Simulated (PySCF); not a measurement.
Some computed properties have been withheld. Give your best values.

Species: C3H11NSi2.
SMILES with atom numbers: `[CH3:1][NH:2][SiH2:3]/[CH:4]=[CH:5]/[SiH3:6]` (hydrogens: H7, H8, H9 on C1; H10 on N2; H11, H12 on Si3; H13 on C4; H14 on C5; H15, H16, H17 on Si6)

Conformer (atom-mapped SMILES and torsion angles): `[CH3:1][NH:2][SiH2:3]/[CH:4]=[CH:5]/[SiH3:6]`: C1–N2–Si3–C4 160°, N2–Si3–C4–C5 124°.

```json
{"property": "point group", "level": "PBE0-D3(BJ)/def2-SVP", "value": "C1"}
{"property": "rotational constants A, B, C", "level": "PBE0-D3(BJ)/def2-SVP", "value": "?"}
{"property": "dipole moment", "level": "CAM-B3LYP/def2-SVPD", "value": "1.16 D"}
{"property": "HOMO energy", "level": "CAM-B3LYP/def2-SVPD", "value": "?"}
{"property": "LUMO energy", "level": "CAM-B3LYP/def2-SVPD", "value": "0.19 eV"}
{"property": "lowest singlet excitation", "level": "TDDFT CAM-B3LYP/def2-SVPD", "value": "5.42 eV (229 nm, f = 0.004)"}
{"property": "strongest line among the 10 lowest singlet transitions", "level": "TDDFT CAM-B3LYP/def2-SVPD", "value": "?"}
{"property": "lowest triplet excitation (Tamm–Dancoff)", "level": "TDA CAM-B3LYP/def2-SVPD", "value": "4.05 eV"}
{"property": "static isotropic polarisability", "level": "CAM-B3LYP/def2-SVPD", "value": "?"}
{"property": "vertical ionisation energy", "level": "ΔSCF CAM-B3LYP/def2-SVPD", "value": "8.85 eV"}
{"property": "electronic spatial extent ⟨r²⟩ about the centre of nuclear charge", "level": "CAM-B3LYP/def2-SVPD", "value": "1752 bohr²"}
{"property": "13C chemical shifts (computed TMS as zero) by class", "level": "GIAO KT2/pcSseg-1", "value": "?"}
{"property": "1H chemical shifts (computed TMS as zero) by class", "level": "GIAO KT2/pcSseg-1", "value": "?"}
{"property": "isotropic shieldings of nuclei other than C and H, by class", "level": "GIAO KT2/pcSseg-1", "value": "244 (N2), 388 (Si3), 429 (Si6) ppm"}
{"property": "core binding energies", "level": "ΔSCF SCAN, pcX-2 on the ionised atom, pcseg-1 elsewhere, spin-free X2C, 2p3/2 from a spin–orbit splitting computed afterwards within the 2p shell", "value": "?"}
```

Gas-phase values; electronic properties from PySCF, density fitting. The structure is a single PBE0-D3(BJ)/def2-SVP conformer in the gas phase; no vibrational or solvent corrections. NMR classes are plain means over equivalent atoms (diastereotopic ones count apart unless rotation or inversion swaps them), as if these changed places fast; in this geometry the members of some classes differ.

The strongest line among the 10 lowest singlet transitions?

S4 at 6.71 eV (185 nm, f = 0.449).

The core binding energies?

Si2p3/2 106.5 (Si3), Si2p3/2 106.6 (Si6), C1s 289.9 (C4), C1s 290.1 (C5), C1s 291.6 (C1), N1s 404.3 (N2), Si1s 1846.3 (Si3), Si1s 1846.4 (Si6) eV.

Give the 1H chemical shifts (computed TMS as zero) by class.

6.94 (H13), 6.81 (H14), 5.00 (H11/H12), 4.23 (H15/H16/H17), 2.81 (H7/H8/H9), -0.66 (H10) ppm.

Give the static isotropic polarisability.

103.7 au.

The HOMO energy?

-8.14 eV.

Give the rotational constants A, B, C.

8.951, 0.683, 0.658 GHz.

Give the 13C chemical shifts (computed TMS as zero) by class.

149.8 (C4), 143.5 (C5), 34.4 (C1) ppm.

The dipole matches unit charges of opposite sign 0.24 Å apart (1 e·Å = 4.8032 D). The rotational constants make it an asymmetric top with κ = (2B − A − C)/(A − C) = -0.99, nearer the prolate limit (−1). The vertical singlet–triplet gap S1 − T1 is 1.37 eV (TDDFT singlet less Tamm–Dancoff triplet; S1: HOMO→LUMO, weight 0.83; T1: HOMO−1→LUMO, weight 0.85).
